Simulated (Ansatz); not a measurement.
Calculated with Ansatz (gas phase, PBE0-D4/def2-TZVP geometries, no zero-point term in ΔE). CBS: MP2 limit from def2 TZ/QZ plus the TZ coupled-cluster correction, frozen cores. Functionals use def2-TZVPP. def2 core potentials past Kr. For In, Se outer-core shells are correlated without core-valence functions, which leaves a few kJ/mol of doubt a bond. Scalar relativity is left out up to krypton. One conformer a species, not always the lowest.

`C=[CH][In]([F])[Cl]` + `OC[SeH]` → `C=C[Se]CO` + `[F][InH][Cl]`  (substitution at a C–In bond)

`C=[CH][In]([F])[Cl]`:

Z-matrix (Å, degrees):
```
C
C 1 1.328
H 1 1.088 2 121.2
H 1 1.086 2 122.7 3 -180.0
In 2 2.103 1 120.1 3 -180.0
H 2 1.085 1 120.5 3 0.0
Cl 5 2.308 2 132.7 1 180.0
F 5 1.949 2 116.8 1 -0.0
```

`OC[SeH]`:

```xyz
7

O    -0.929   -0.054   -1.074
C     0.303   -0.125   -0.436
Se    0.248   -0.821    1.408
H    -1.518    0.499   -0.555
H     0.824    0.834   -0.390
H     0.913   -0.835   -0.992
H     0.159    0.502    2.039
```

`C=C[Se]CO`:

Z-matrix (Å, degrees):
```
C
O 1 1.389
Se 1 1.962 2 115.0
H 1 1.096 2 112.9 3 121.9
H 1 1.089 2 107.7 3 -117.6
H 2 0.962 1 108.8 3 -57.0
C 3 1.894 1 95.8 2 80.6
C 7 1.326 3 124.2 1 -144.7
H 7 1.088 3 114.6 1 39.2
H 8 1.084 7 122.1 3 4.2
H 8 1.085 7 120.6 3 -174.9
```

`[F][InH][Cl]`:

Z-matrix (Å, degrees):
```
In
F 1 1.939
Cl 1 2.305 2 109.3
H 1 1.688 2 121.8 3 -180.0
```

Problem. Is it downhill or uphill in electronic energy at CCSD(T)/CBS, and by how much? (Estimate.)

Solution. Ansatz gave: Uphill: ΔE = +22.8 kJ/mol.

Problem. What do these levels give: LDA (SPW92), B97M-V, PBE0-D4, r2SCAN0-D4, r2SCAN, r2SCANh, CAM-B3LYP, CCSD(T)/def2-SVP, HF/def2-TZVPP, MP2/def2-TZVPP, HF/def2-QZVPP, HF/CBS(def2)? (Estimate.)

Solution. Ansatz gave: LDA (SPW92) 6.4, B97M-V 7.6, PBE0-D4 14.6, r2SCAN0-D4 15.5, r2SCAN 14.3, r2SCANh 15.2, CAM-B3LYP 19.8, CCSD(T)/def2-SVP 26.2, HF/def2-TZVPP 26.0, MP2/def2-TZVPP 20.9, HF/def2-QZVPP 25.6, HF/CBS(def2) 25.6 kJ/mol.

Largest T1 diagnostic among the species: 0.015.

Leaving LDA and LC-ωPBE aside and taking each functional with its dispersion term where it has one, the values, not all of them listed here, spread over 13.5 kJ/mol, from B97M-V to B2PLYP. LDA lies −8.2 kJ/mol from PBE without D4. In def2-TZVPP, CCSD(T) changes the Hartree–Fock value by −3.8 kJ/mol (the triples alone add −1.4 kJ/mol) and MP2 by −5.1 kJ/mol. At CCSD(T), def2-SVP lies +3.4 kJ/mol from the extrapolated value and def2-TZVPP −0.6 kJ/mol.
